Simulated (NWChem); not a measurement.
C2H5NSi; SMILES N#CC[SiH3]

Computed with NWChem. Structure relaxed at the PBE-D3(BJ)/def2-SVP level. B3LYP is NWChem's, with the RPA form of VWN correlation. Vertical excitations in the gas phase; the lowest state need not have the same character in each row.

| level | lowest excitation, singlet (eV) | oscillator strength of that lowest state | orbital gap (eV) |
|---|---|---|---|
| PBE/def2-SVPD, full TDDFT | (withheld) | (withheld) | (withheld) |
| B3LYP/def2-SVPD, full TDDFT | 7.15 | 0.001 | 8.31 |
| Hartree-Fock/def2-SVPD, TDHF | 6.60 | 0.000 | 13.97 |

Q: What belongs in the gaps?

A: 
- PBE/def2-SVPD, full TDDFT, lowest excitation, singlet (eV): 6.86
- PBE/def2-SVPD, full TDDFT, oscillator strength of that lowest state: 0.009
- PBE/def2-SVPD, full TDDFT, orbital gap (eV): 6.76
